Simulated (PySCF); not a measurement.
C3H7NSi, SMILES CC1=NC[SiH2]1. Atoms are numbered in the order given.

```xyz
12

C     -0.2318     2.1940     0.0000
C      0.0403     0.7272     0.0000
N      1.2286     0.2196     0.0000
C      1.0161    -1.2589     0.0000
Si    -0.8724    -0.9387     0.0000
H      0.7152     2.7552     0.0000
H     -0.8240     2.4802    -0.8854
H     -0.8240     2.4802     0.8854
H      1.4684    -1.7278     0.8892
H      1.4684    -1.7278    -0.8892
H     -1.6690    -1.3144     1.2084
H     -1.6690    -1.3144    -1.2084
```
Charge 0, spin multiplicity 1.

Geometry: B3LYP-D3(BJ)/def2-SVP. The structure was generated by enumeration, and PubChem lists no compound with its InChIKey, so it may never have been made.

The numbers are results of B3LYP-D3(BJ)/def2-SVP in PySCF, not measurements.

Frequencies are harmonic and unscaled.

```tsv
mode	ν (cm⁻¹)	IR (km/mol)	Raman (Å⁴/amu)	depolarisation	moving atoms (share of kinetic energy)
1	137	4.0	0.1	0.75	H 90 %
2	206	9.5	0.4	0.75	H 51 %, N 39 %, C 10 %
3	287	0.3	1.4	0.75	H 50 %, C 49 %
4	297	4.2	3.4	0.62	C 37 %, H 31 %, Si 20 %, N 12 %
5	495	5.8	4.2	0.75	H 89 %
6	534	13.6	14.1	0.33	Si 43 %, C 33 %, N 16 %
7	579	3.6	17.1	0.46	C 51 %, H 29 %, Si 14 %
8	639	10.7	13.8	0.75	H 74 %, C 19 %
9	717	13.2	16.7	0.24	C 53 %, H 38 %
10	778	111.7	3.2	0.27	H 64 %, Si 21 %, C 10 %
11	817	23.3	3.2	0.75	H 63 %, C 27 %
12	919	28.6	4.2	0.42	H 35 %, N 34 %, C 29 %
13	957	98.6	15.2	0.71	H 91 %
14	1012	0.0	0.5	0.75	H 66 %, C 34 %
15	1030	8.1	0.3	0.49	C 37 %, H 36 %, N 27 %
16	1132	2.5	5.2	0.75	H 86 %, C 8 %
17	1170	5.4	0.7	0.35	H 62 %, C 37 %
18	1244	7.8	8.0	0.23	C 60 %, H 33 %
19	1384	7.4	9.7	0.43	H 66 %, C 33 %
20	1424	1.1	42.0	0.61	H 91 %, C 8 %
21	1440	11.7	12.0	0.68	H 96 %
22	1444	10.7	19.5	0.75	H 96 %
23	1659	36.6	9.2	0.26	C 58 %, N 38 %
24	2193	135.9	232.5	0.11	H 98 %
25	2203	132.9	103.4	0.75	H 96 %
26	3021	12.8	183.8	0.02	H 97 %
27	3052	24.2	188.8	0.14	H 95 %
28	3094	9.5	84.1	0.75	H 91 %, C 9 %
29	3103	7.2	125.8	0.75	H 90 %, C 10 %
30	3127	8.0	98.7	0.72	H 90 %, C 10 %
```
